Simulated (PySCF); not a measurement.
C7H5FO2.
Bonds: O1–C2 (double), C2–O3, C2–C4, C4–C5 (aromatic), C5–C6 (aromatic), C6–C7 (aromatic), C7–C8 (aromatic), C8–F9, C8–C10 (aromatic), C4–C10 (aromatic). Hydrogens: H11 on O3; H12 on C5; H13 on C6; H14 on C7; H15 on C10.

The same species was optimised twice, with GFN2-xTB and with PBE0-D3(BJ)/def2-SVP (PySCF), and the same property calculations (PySCF, gas phase) were run on both structures.

```csv
coordinate,GFN2-xTB,PBE0-D3(BJ)/def2-SVP,change
C8–F9 (Å),1.347,1.331,-0.016
C5–C6 (Å),1.382,1.391,+0.009
C6–C7 (Å),1.385,1.394,+0.009
C8–C10 (Å),1.381,1.388,+0.007
C4–C10 (Å),1.392,1.398,+0.006
C7–C8 (Å),1.385,1.391,+0.006
C4–C5 (Å),1.393,1.398,+0.005
C2–C4 (Å),1.482,1.487,+0.005
C2–O3 (Å),1.340,1.339,-0.001
O1=C2 (Å),1.205,1.205,0.000
C2–C4–C5 (°),118.4,117.9,-0.5
C4–C5–C6 (°),120.2,119.7,-0.5
C7–C8–C10 (°),122.3,121.9,-0.4
O1–C2–O3 (°),122.2,122.6,+0.4
C4–C10–C8 (°),118.3,118.6,+0.3
F9–C8–C10 (°),118.9,119.2,+0.3
C2–C4–C10 (°),121.3,121.6,+0.3
O3–C2–C4 (°),113.3,113.1,-0.2
O1–C2–C4–C5 (°),0,-1,-1
```

Rotational constants: A = 2659, B = 942.4, C = 695.8 MHz (GFN2-xTB) against A = 2655, B = 938.0, C = 693.1 MHz (PBE0-D3(BJ)/def2-SVP). Point groups within 0.08 Å: Cs and Cs.

On the GFN2-xTB structure: HOMO (eV) -7.61 [PBE0/pcSseg-1]; LUMO (eV) -1.73 [PBE0/pcSseg-1]; dipole (D) 0.49 [PBE0/pcSseg-1]; GIAO shielding of O1 (ppm) -82.1 [PBE0/pcSseg-1]; GIAO shielding of C2 (ppm) 17.0 [PBE0/pcSseg-1]; GIAO shielding of O3 (ppm) 136.7 [PBE0/pcSseg-1]; GIAO shielding of C4 (ppm) 51.5 [PBE0/pcSseg-1]; GIAO shielding of C5 (ppm) 53.6 [PBE0/pcSseg-1]; GIAO shielding of C6 (ppm) 51.4 [PBE0/pcSseg-1]; GIAO shielding of C7 (ppm) 60.0 [PBE0/pcSseg-1]; GIAO shielding of C8 (ppm) 14.4 [PBE0/pcSseg-1].

**Question.** What do these properties become on the PBE0-D3(BJ)/def2-SVP structure?

**Answer.** 
```csv
property,level,on GFN2-xTB,on PBE0-D3(BJ)/def2-SVP,change
HOMO (eV),PBE0/pcSseg-1,-7.61,-7.57,+0.04
LUMO (eV),PBE0/pcSseg-1,-1.73,-1.73,0.00
dipole (D),PBE0/pcSseg-1,0.49,0.56,+0.07
"energy, GFN2-xTB geometry as zero (kcal/mol)",PBE0/pcSseg-1,0.0,-0.3,-0.3
GIAO shielding of O1 (ppm),PBE0/pcSseg-1,-82.1,-77.7,+4.4
GIAO shielding of C2 (ppm),PBE0/pcSseg-1,17.0,16.5,-0.5
GIAO shielding of O3 (ppm),PBE0/pcSseg-1,136.7,133.9,-2.8
GIAO shielding of C4 (ppm),PBE0/pcSseg-1,51.5,50.0,-1.5
GIAO shielding of C5 (ppm),PBE0/pcSseg-1,53.6,51.7,-1.9
GIAO shielding of C6 (ppm),PBE0/pcSseg-1,51.4,49.2,-2.2
GIAO shielding of C7 (ppm),PBE0/pcSseg-1,60.0,58.2,-1.8
GIAO shielding of C8 (ppm),PBE0/pcSseg-1,14.4,14.5,+0.1
```

The heavy atoms differ by 0.010 Å rms after alignment. Among bonds between heavy atoms C8–F9 changes most (-0.016 Å). Changes are differences of the printed values. Neither structure is proved a minimum here.

The values belong to the conformer `[O:1]=[C:2]([OH:3])[c:4]1[cH:5][cH:6][cH:7][c:8]([F:9])[cH:10]1`: O1–C2–C4–C5 -1°, H–O3–C2–O1 0°.
